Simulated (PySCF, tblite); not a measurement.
C7H6F (doublet state).
SMILES with atom numbers: `[CH2:1][c:2]1[cH:3][cH:4][cH:5][c:6]([F:7])[cH:8]1` (hydrogens: H9, H10 on C1; H11 on C3; H12 on C4; H13 on C5; H14 on C8)

Jobs on this species (14 atoms, 57 electrons) with PySCF (density fitting) and tblite. Hardware of each: Intel Xeon at 2.50 GHz, one thread (shared host). The host was shared with other jobs, so the times are rough.

```tsv
level and settings	work	basis functions	SCF cycles	wall time
GFN2-xTB	Hessian by finite differences	–	–	?
GFN2-xTB	L-BFGS relaxation	–	–	0.78 s
UKS B3LYP, pcH-1 on C F H, non-relativistic, mean-field spin-orbit, GIAO	unrestricted SCF, g, hyperfine, density and orbital grids written	260	15	2.1 min
```

**Question.** Fill in the missing figures.

**Answer.** 
- GFN2-xTB; Hessian by finite differences: 1.0 s

**Question.** What do all jobs in the table cost together?

**Answer.** About 2.1 min; the longest takes about 99 % of that, and about 160 times as long as the shortest.
